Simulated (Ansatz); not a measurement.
CH$_{6}$BCl$_{2}$N (`C[B-]([NH3+])(Cl)Cl`), relaxed with RKS PBE-D4/def2-SVP in Ansatz from a rough embedded geometry. The force threshold is 0.03 eV/Å; the program also tests the step.

Total charge 0; spin multiplicity 1.

Start:

```xyz
11

C    -0.611   -0.781   -0.843
B    -0.061   -0.219    0.524
N     0.645    1.088    0.238
Cl   -1.390    0.111    1.748
Cl    1.113   -1.424    1.307
H    -1.169   -1.805   -0.613
H     0.207   -1.029   -1.541
H    -1.325   -0.123   -1.272
H     1.085    1.472    1.101
H     1.485    0.927   -0.441
H     0.020    1.783   -0.208
```

| step | energy (eV) | largest force (eV/Å) | largest move (Å) |
| --- | --- | --- | --- |
| 1 | -28324.6730 | 3.044 | 0.000 |
| 2 | -28325.0655 | 1.265 | 0.157 |
| 3 | -28325.1270 | 0.351 | 0.036 |
| 4 | -28325.1312 | 0.244 | 0.033 |
| 5 | -28325.1370 | 0.048 | 0.032 |
| 6 | -28325.1377 | 0.011 | 0.014 |

End:

```xyz
11

C    -0.655   -0.860   -0.854
B    -0.090   -0.298    0.531
N     0.706    1.114    0.254
Cl   -1.410    0.207    1.745
Cl    1.228   -1.365    1.307
H    -1.192   -1.813   -0.674
H     0.151   -1.083   -1.587
H    -1.382   -0.169   -1.333
H     1.072    1.480    1.147
H     1.502    0.967   -0.386
H     0.070    1.820   -0.149
```

Hardware: 4 threads of a server CPU on a shared host. Wall time 7 s, peak host memory 0.17 GiB.
